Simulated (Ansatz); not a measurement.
Computed with Ansatz on PBE0-D4/def2-TZVP structures; ΔE is electronic, products minus reactants. CCSD(T)/CBS is the MP2 limit (def2-TZVPP, def2-QZVPP) plus CCSD(T) − MP2 in def2-TZVPP, frozen cores. This one scheme is used for every species. Functionals use def2-TZVPP. One conformer a species, not always the lowest.

Consider the substitution at a C–C bond: `FC(Cl)C[SiH3]` + `OC(O)=S` → `OC(=S)OC[SiH3]` + `FCCl`.

```csv
level,ΔE (eV)
r2SCAN-D4,0.82
ωB97M-V,0.82
B2PLYP,0.75
r2SCAN,0.82
MP2/def2-TZVPP,0.85
CCSD/def2-TZVPP,0.79
HF/def2-QZVPP,0.69
SCS-MP2/def2-QZVPP,0.80
```

Task: What does CCSD(T)/CBS give? (Best estimate.)

Result: Ansatz gave: +0.81 eV. The listed levels differ from it by 0.01, 0.01, -0.06, 0.01, 0.04, -0.02, -0.12, -0.01 eV.

Largest T1 diagnostic among the species: 0.016.

In def2-TZVPP, CCSD(T) changes the Hartree–Fock value by +0.10 eV (the triples alone add +0.00 eV) and MP2 by +0.16 eV. From PBE to PBE0 (25 % exact exchange), in def2-TZVPP and without D4, ΔE moves by +0.03 eV.
